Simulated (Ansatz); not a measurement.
Consider the redistribution: `NB(N)N` + `NB(Br)O[SiH3]` → `NB(N)Br` + `NB(N)O[SiH3]`.

Calculated with Ansatz (gas phase, PBE0-D4/def2-TZVP geometries, no zero-point term in ΔE). CCSD(T)/CBS adds triple-zeta CCSD(T) − MP2 to the extrapolated MP2 energy (def2 sets, frozen cores). This one scheme is used for every species. For Br outer-core shells are correlated without core-valence functions, which leaves a few kJ/mol of doubt a bond. Scalar relativity is left out up to krypton. Each species was taken in one conformer, which may not be the lowest.

```json
{"species": "`NB(N)N`", "HF/def2-SVP energy (Eh)": "-191.51218"}
{"species": "`NB(Br)O[SiH3]`", "HF/def2-SVP energy (Eh)": "-3017.91833"}
{"species": "`NB(N)Br`", "HF/def2-SVP energy (Eh)": "-2708.05091"}
{"species": "`NB(N)O[SiH3]`", "HF/def2-SVP energy (Eh)": "-501.38557"}
```

Work out ΔE.

ΔE = (-2708.05091) + (-501.38557) − (-191.51218) − (-3017.91833) = -0.00597 Eh = -15.7 kJ/mol. CCSD(T)/CBS gives -11.6 kJ/mol.

Largest T1 diagnostic among the species: 0.011.

Leaving LDA and LC-ωPBE aside and taking each functional with its dispersion term where it has one, the values, not all of them listed here, spread over 2.3 kJ/mol, from B97M-V to ωB97M-V. In def2-TZVPP, CCSD(T) changes the Hartree–Fock value by +3.1 kJ/mol (the triples alone add +0.5 kJ/mol) and MP2 by +3.7 kJ/mol.
